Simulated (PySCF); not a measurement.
Magnetic susceptibility: SMILES C(F)(F)(F)CNCC(F)(F)F, C4H5F6N

Geometry:
```json
{"atom": "F1", "x (Å)": "2.517", "y (Å)": "-0.665", "z (Å)": "1.282"}
{"atom": "C2", "x (Å)": "2.370", "y (Å)": "-0.127", "z (Å)": "0.063"}
{"atom": "F3", "x (Å)": "2.741", "y (Å)": "-1.058", "z (Å)": "-0.819"}
{"atom": "F4", "x (Å)": "3.259", "y (Å)": "0.872", "z (Å)": "-0.028"}
{"atom": "C5", "x (Å)": "0.948", "y (Å)": "0.370", "z (Å)": "-0.167"}
{"atom": "N6", "x (Å)": "0.048", "y (Å)": "-0.762", "z (Å)": "-0.095"}
{"atom": "C7", "x (Å)": "-1.296", "y (Å)": "-0.527", "z (Å)": "-0.546"}
{"atom": "C8", "x (Å)": "-2.106", "y (Å)": "0.443", "z (Å)": "0.329"}
{"atom": "F9", "x (Å)": "-1.713", "y (Å)": "1.720", "z (Å)": "0.187"}
{"atom": "F10", "x (Å)": "-3.411", "y (Å)": "0.407", "z (Å)": "0.035"}
{"atom": "F11", "x (Å)": "-1.984", "y (Å)": "0.151", "z (Å)": "1.633"}
{"atom": "H12", "x (Å)": "0.905", "y (Å)": "0.801", "z (Å)": "-1.172"}
{"atom": "H13", "x (Å)": "0.763", "y (Å)": "1.166", "z (Å)": "0.571"}
{"atom": "H14", "x (Å)": "0.061", "y (Å)": "-1.180", "z (Å)": "0.830"}
{"atom": "H15", "x (Å)": "-1.277", "y (Å)": "-0.121", "z (Å)": "-1.561"}
{"atom": "H16", "x (Å)": "-1.832", "y (Å)": "-1.479", "z (Å)": "-0.552"}
```

The calculation used PySCF, GIAO B97-2/pcSseg-1 magnetisability, rotational g tensor and spin-rotation constants, non-relativistic, gas phase. Geometry: GFN2-xTB.

Question: How diamagnetic is it, and how anisotropic?

Answer: Isotropic -1380 × 10⁻³⁰ J/T², or -83.1 × 10⁻⁶ cm³/mol; principal values -1422, -1371, -1347 × 10⁻³⁰ J/T², anisotropy 67 × 10⁻³⁰ J/T² (root of half the summed squared differences of the principal values). The susceptibility is in cgs units.

Question: Split it along the inertial axes a, b, c into diamagnetic and paramagnetic parts about the centre of mass, with the quadrupole moment.

Answer: 
| axis | χ (10⁻⁶ cm³/mol) | diamagnetic (10⁻⁶ cm³/mol) | paramagnetic (10⁻⁶ cm³/mol) | summed x² of all electrons (Å²) | quadrupole Θ (D Å) |
| --- | --- | --- | --- | --- | --- |
| a | -84.0 | -543.5 | 459.5 | 491.4 | -12.05 |
| b | -83.7 | -2337.8 | 2254.1 | 68.5 | +4.32 |
| c | -81.7 | -2375.2 | 2293.5 | 59.7 | +7.73 |

Anisotropies 2χaa − χbb − χcc = -2.6 and 2χbb − χaa − χcc = -1.8 × 10⁻⁶ cm³/mol. Θ is traceless in Buckingham's convention.

Question: And the rotational g tensor?

Answer: 
| axis | rotational constant (GHz) | g | nuclear part | electronic part |
| --- | --- | --- | --- | --- |
| a | 2.5113 | -0.0254 | 0.5168 | -0.5422 |
| b | 0.4658 | -0.0069 | 0.4864 | -0.4932 |
| c | 0.4596 | -0.0077 | 0.4875 | -0.4952 |

Asymmetric top; isotopes 12C, 19F, 1H, 14N; no vibrational averaging.
